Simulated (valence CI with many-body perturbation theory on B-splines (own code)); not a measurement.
The numbers below are computed, except where a source is named.
Ladder of approximations for Hf⁴⁹⁺

Level of theory: configuration interaction combined with many-body perturbation theory (CI+MBPT): five valence electrons over a frozen Dirac-Fock core [Ar], radial functions for each j: 7 s, 7 p, 8 d, 6 f, 4 g, 1 h, with the one-electron correlation potential Σ1, the two-electron term Σ2, the three-electron term Σ3, Breit, model QED; selected CI, second order for the rest (own B-spline code, finite nucleus).

No measured spectrum was set against this ion. As an estimate, large intervals hold to a few tenths of a per cent, small ones and those within an open d or f shell to about a per cent. Among the levels kept, up to 250 cm⁻¹ of a level comes from second order outside the variational space, and about a tenth of that is noise between levels of different J, which matters for small intervals. The list stops below the first excitations out of the core. Only levels of the ground parity were solved; by the run's estimate the other parity begins above the list, which can be wrong where configurations are misplaced.

Each rung adds one term. CI alone is the Dirac-Coulomb CI over the frozen core; QED comes last and gives the full result, which names the levels. Energies are above (3d3/2^4 3d5/2) J=5/2 on the same rung, in eV.

Levels are named by their leading jj configuration (3d3/2^4 stands for four electrons in 3d with j = 3/2), which in mixed levels can hold well under half, so a name can repeat and another be missing. Letters in brackets count levels of one name in rising energy.

```tsv
Level	CI alone	Σ1	Σ2	Σ3	Breit	QED	Full
(3d3/2^3 3d5/2^2) J=5/2 [a]	50.17	+0.240	+0.699	+0.208	-1.358	+0.168	50.12
(3d3/2^3 3d5/2^2) J=7/2 [a]	62.51	+0.243	+0.457	+0.135	-1.990	+0.166	61.53
(3d3/2^3 3d5/2^2) J=11/2	64.92	+0.244	+0.877	-0.030	-3.347	+0.166	62.84
(3d3/2^3 3d5/2^2) J=3/2 [a]	63.74	+0.244	+0.203	+0.044	-1.168	+0.166	63.23
(3d3/2^3 3d5/2^2) J=9/2	69.66	+0.250	+0.479	+0.087	-2.572	+0.169	68.08
(3d3/2^3 3d5/2^2) J=5/2 [b]	72.87	+0.256	+0.027	+0.196	-1.980	+0.171	71.54
(3d3/2^3 3d5/2^2) J=1/2	75.71	+0.266	-0.123	+0.145	-1.440	+0.178	74.74
(3d3/2^3 3d5/2^2) J=7/2 [b]	77.61	+0.253	+0.037	-0.027	-2.033	+0.168	76.00
(3d3/2^3 3d5/2^2) J=3/2 [b]	92.75	+0.279	-0.315	+0.139	-1.190	+0.182	91.84
(3d3/2^2 3d5/2^3) J=5/2 [a]	111.38	+0.476	+0.977	+0.211	-2.647	+0.330	110.73
(3d3/2^2 3d5/2^3) J=7/2 [a]	120.53	+0.488	+0.847	+0.196	-3.410	+0.335	118.98
(3d3/2^2 3d5/2^3) J=11/2	121.90	+0.488	+1.366	+0.058	-4.675	+0.335	119.47
(3d3/2^2 3d5/2^3) J=9/2 [a]	123.64	+0.488	+0.968	+0.136	-4.137	+0.334	121.43
(3d3/2^2 3d5/2^3) J=13/2	127.92	+0.492	+1.510	-0.043	-5.836	+0.336	124.38
(3d3/2^2 3d5/2^3) J=1/2 [a]	126.92	+0.494	+0.412	+0.232	-2.517	+0.337	125.88
(3d3/2^2 3d5/2^3) J=3/2 [a]	128.20	+0.494	+0.573	+0.107	-2.635	+0.337	127.08
(3d3/2^2 3d5/2^3) J=5/2 [b]	130.07	+0.493	+0.471	+0.167	-3.279	+0.335	128.26
(3d3/2^2 3d5/2^3) J=9/2 [b]	135.58	+0.496	+0.850	+0.016	-3.908	+0.336	133.37
(3d3/2^2 3d5/2^3) J=7/2 [b]	138.52	+0.498	+0.362	+0.125	-4.106	+0.336	135.73
```

The middle columns are the shifts that each term adds.

(1) How does the ionisation energy move along the ladder, and which term matters most?

## Answers

(1) CI alone 4361.0, + Σ1 4363.2, + Σ2 4374.1, + Σ3 4374.3, + Breit 4372.5, + QED 4372.6 eV. The largest step is Σ2, 10.8 eV. NIST lists 4372 ± 4 eV (theoretical).
